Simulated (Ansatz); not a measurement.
Reactions of `CC=C1N[SiH2]O1`.

Program: Ansatz. Geometries: PBE0-D4/def2-TZVP. ΔE: electronic, gas phase. CCSD(T)/CBS is the MP2 limit (def2-TZVPP, def2-QZVPP) plus CCSD(T) − MP2 in def2-TZVPP, frozen cores. This one scheme is used for every species, atoms too. For atomizations the MP2-based limit and the directly extrapolated one differ by several kJ/mol either way, and by 10 to 25 for some Ge, Se and Sn compounds, so smaller differences from it don't rank the levels. Double bonds are as drawn, so ΔE can hold a change between cis and trans. DFT in def2-TZVPP. No spin–orbit coupling; open shells (•) take unrestricted orbitals. Spin–orbit coupling would lower the free atoms: a little for C, O, Si. Each species was taken in one conformer, which may not be the lowest.

```json
{"reaction": "`C/C=C1\\N[SiH2]O1` → `N=CC(O)=C[SiH3]`", "CCSD(T)/CBS(def2) (kcal/mol)": "?"}
{"reaction": "`C/C=C1\\N[SiH2]O1` → `C=CN([SiH3])C=O`", "CCSD(T)/CBS(def2) (kcal/mol)": "13.3"}
{"reaction": "`C/C=C1\\N[SiH2]O1` → `CO[SiH](C)C#N`", "CCSD(T)/CBS(def2) (kcal/mol)": "-20.1"}
{"reaction": "`C/C=C1\\N[SiH2]O1` → 3 C• + 7 H• + N• + O• + Si•", "CCSD(T)/CBS(def2) (kcal/mol)": "1241.4"}
{"reaction": "`C/C=C1\\N[SiH2]O1` → `C[SiH2]C1N=CO1`", "CCSD(T)/CBS(def2) (kcal/mol)": "?"}
{"reaction": "`C/C=C1\\N[SiH2]O1` → `C=C1O[SiH2]C1N`", "CCSD(T)/CBS(def2) (kcal/mol)": "20.9"}
```

**Question.** Fill in the missing values. (Estimate.)

**Answer.** The calculation gave: `C/C=C1\N[SiH2]O1` → `N=CC(O)=C[SiH3]`: +38.4 kcal/mol; `C/C=C1\N[SiH2]O1` → `C[SiH2]C1N=CO1`: +44.0 kcal/mol.

Largest T1 diagnostic: 0.015, for `C=CN([SiH3])C=O`.
